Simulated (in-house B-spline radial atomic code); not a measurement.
Spin-orbit splittings of orbital energies (j = l + 1/2 less j = l - 1/2) and ratios of mean radii (lower j over upper j) along the 40-electron series, configuration [Kr] 4d4. Computed with a B-spline radial code for spherical atoms: Dirac-Hartree-Fock, average of the configuration, finite nuclei.

| ion | Z | splitting of 4d (eV) | radius ratio of 4d | splitting of 3p (eV) | radius ratio of 3p | splitting of 2p (eV) | radius ratio of 2p |
| --- | --- | --- | --- | --- | --- | --- | --- |
| Nb+ | 41 | 0.14774 | 0.98973 | 16.224 | 0.97778 | 96.421 | 0.96819 |
| Mo2+ | 42 | 0.22923 | 0.99123 | 18.32 | 0.97685 | 107.24 | 0.96658 |
| Tc3+ | 43 | 0.32498 | 0.9919 | 20.621 | 0.97589 | 118.97 | 0.96492 |
| Ru4+ | 44 | 0.43529 | 0.99223 | 23.143 | 0.9749 | 131.67 | 0.96323 |
| Rh5+ | 45 | 0.56127 | 0.99239 | 25.9 | 0.97389 | 145.4 | 0.96148 |
| Pd6+ | 46 | 0.70423 | 0.99245 | 28.907 | 0.97285 | 160.22 | 0.9597 |
| Ag7+ | 47 | 0.86554 | 0.99244 | 32.181 | 0.97179 | 176.19 | 0.95787 |
| Cd8+ | 48 | 1.0466 | 0.99237 | 35.739 | 0.97069 | 193.37 | 0.956 |
| In9+ | 49 | 1.249 | 0.99227 | 39.598 | 0.96958 | 211.84 | 0.95408 |
| Sn10+ | 50 | 1.474 | 0.99215 | 43.777 | 0.96843 | 231.66 | 0.95211 |
| Sb11+ | 51 | 1.7234 | 0.99199 | 48.294 | 0.96726 | 252.91 | 0.9501 |
| Te12+ | 52 | 1.9988 | 0.99182 | 53.169 | 0.96605 | 275.67 | 0.94804 |
| I13+ | 53 | 2.3017 | 0.99163 | 58.422 | 0.96482 | 300 | 0.94594 |
| Xe14+ | 54 | 2.6339 | 0.99142 | 64.076 | 0.96356 | 325.99 | 0.94378 |
| Cs15+ | 55 | 2.9972 | 0.9912 | 70.153 | 0.96227 | 353.73 | 0.94158 |
| Ba16+ | 56 | 3.3934 | 0.99097 | 76.675 | 0.96095 | 383.31 | 0.93933 |
| La17+ | 57 | 3.8242 | 0.99073 | 83.667 | 0.9596 | 414.82 | 0.93703 |
| Ce18+ | 58 | 4.2918 | 0.99047 | 91.154 | 0.95822 | 448.35 | 0.93468 |

With what power of Z does the column «splitting of 3p (eV)» change over this range?

A fit of the logarithm of its size against log Z from Z = 41 to 58 has slope 4.97. An unscreened hydrogenic electron would give 4 at low Z; screening makes the apparent power larger near the neutral end, and relativity raises it again at high Z.
